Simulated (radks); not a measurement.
The silver ion Ag31+, 16 electrons, occupied as [He] 2s2 2p5 3s2 3p5 (not the ground configuration). All-electron calculation, Dirac Kohn-Sham, Wu-Cohen GGA, spin-unpolarised, spherical densities, finite nucleus; open shells fill j = l - 1/2 first; Fermi nuclear charge, rms radius 4.5454 fm. Program: a radial shooting solver on a logarithmic mesh with Libxc functionals. Some entries of the table are withheld. Estimate them.

orbital,occ.,eigenvalue (Ry),r(max) (bohr),<r^2> (bohr^2)
1s1/2,2,(1),0.02016,0.001307
2s1/2,2,-395.6729,0.1131,0.02061
2p1/2,2,-378.6127,0.08722,0.01529
2p3/2,3,-365.2163,0.09135,0.01651
3s1/2,2,-147.6366,0.3080,0.1215
3p1/2,2,-141.3352,0.2908,(2)
3p3/2,3,-138.1401,0.2985,(3)
3d3/2,0,-128.7209,0.2347,0.08988
3d5/2,0,-127.9590,0.2368,0.09129
4s1/2,0,-75.67176,0.6253,0.4363
4p1/2,0,-73.00710,0.6172,0.4284
4p3/2,0,-71.83459,0.6285,0.4427
4f5/2,0,-64.32627,0.4685,0.3168
4f7/2,0,-64.22591,0.4698,0.3183

Answer. 
(1) 1s1/2 eigenvalue (Ry): -1990.729
(2) 3p1/2 <r^2> (bohr^2): 0.1122
(3) 3p3/2 <r^2> (bohr^2): 0.1175
